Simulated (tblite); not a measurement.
C6H9NSi.
Cartesian coordinates in Å at the GFN2-xTB level; atoms count from 1:
```
atom  x, y, z in Å
N1     0.580   -1.269   -3.250
C2     1.010   -1.164   -2.192
Si3    1.749   -1.011   -0.504
C4     0.538   -1.289    0.910
C5     0.876    0.191    0.678
C6    -0.183    1.156    0.252
C7    -1.573    1.078    0.821
C8    -1.331    0.751   -0.621
H9     3.160   -1.334   -0.445
H10   -0.478   -1.594    0.698
H11    0.888   -1.708    1.844
H12    1.504    0.614    1.457
H13    0.210    2.155    0.088
H14   -2.083    1.998    1.065
H15   -1.797    0.267    1.497
H16   -1.670    1.449   -1.371
H17   -1.405   -0.278   -0.936
```

Method: GFN2-xTB as coded in tblite; computed harmonic values from a numerical Hessian at the method's own geometry, unscaled. This tight-binding method is rough: wavenumbers can miss measured ones by several per cent, in bad cases by 10 to 20. Modes of hydrogen on silicon can be 10 to 20 % off. One conformer, not necessarily the lowest.

Harmonic wavenumbers (cm⁻¹): 67.4, 71.4, 122.6, 178.9, 236.7, 312.2, 331.0, 387.0, 436.2, 503.1, 579.4, 612.7, 672.0, 727.7, 762.7, 794.1, 834.5, 859.7, 940.2, 965.8, 991.7, 1040.1, 1045.0, 1064.6, 1071.7, 1103.2, 1107.0, 1154.6, 1162.8, 1263.9, 1311.9, 1384.7, 1432.4, 1448.4, 1493.7, 2330.0, 2384.3, 2992.8, 3024.8, 3060.0, 3072.7, 3087.5, 3091.0, 3095.0, 3109.4.

A = 2584, B = 1357, C = 1011 MHz; mass 123.050 u (most abundant isotopes); point group C1, symmetry number 1.

Question: What is the zero-point energy?

Answer: Half the sum of the wavenumbers: 28859 cm⁻¹ = 345.23 kJ/mol.

Question: Entropy at 200 K, 1 bar (ideal gas, RRHO, classical rotation)?

Answer: Translation 160.58, rotation 115.92, vibration 63.23: S = 339.7 J/(mol K).

Question: And Cp and H(200 K) − H(0)?

Answer: Cp = 107.00 J/(mol K), of which vibrations give 73.74 (their classical limit is 45 R = 374.2); H(200 K) − H(0) = 13.76 kJ/mol without the zero-point energy, 7.11 from vibrations.

Question: What must be added to the electronic energy to get the Gibbs energy at 200 K and 1 bar?

Answer: ZPE + [H(200 K) − H(0)] − T·S = 345.23 + 13.76 − 67.95 = 291.04 kJ/mol.

Question: Which modes carry the vibrational entropy at 200 K?

Answer: 67.4 cm⁻¹: 14.41; 71.4 cm⁻¹: 13.94; 122.6 cm⁻¹: 9.62; 178.9 cm⁻¹: 6.77; 236.7 cm⁻¹: 4.83; 312.2 cm⁻¹: 3.14 J/(mol K); the other 39 give 10.51 together.

Question: How do the functions run with temperature in this model?

Answer: 
```
 T (K)  S (J/(mol K))  Cp (J/(mol K))  H − H(0) (kJ/mol)  G − H(0) (kJ/mol)  ln q(vib)
   150          311.9            87.5               8.90             -37.89       2.27
   250          365.8           127.7              19.62             -71.83       4.41
298.15          390.1           148.0              26.26             -90.03       5.47
   400          439.2           187.6              43.41            -132.29       7.75
   600          527.0           245.1              87.10            -229.11      12.28
   900          637.3           297.9             169.24            -404.34      18.76
```

q(vib) and H(0) count from the zero-point level.

Question: Blend soft modes into free rotors: weight 1/[1 + (100 cm⁻¹/ν̃)⁴] for the oscillator and the rest for a rotor with moment μB/(μ + B), μ = h/(8π²ν), B = 10⁻⁴⁴ kg m². What vibrational entropy results?

Answer: 59.54 J/(mol K) in place of 63.23, which changes −T·S at 200 K by +0.74 kJ/mol.

Hindered rotation and anharmonicity are outside this model. Other conformers, if any are populated, would add a mixing term that is left out. The structure is chiral; the term R ln 2 for an equal mix with its mirror image is left out.

Hardware: one thread, Arm Neoverse N1 (aarch64), no GPU, shared host with 64 logical CPUs at a one-minute load of 62. Cost: 1.1 s. This covers the Hessian and the dipole derivatives.
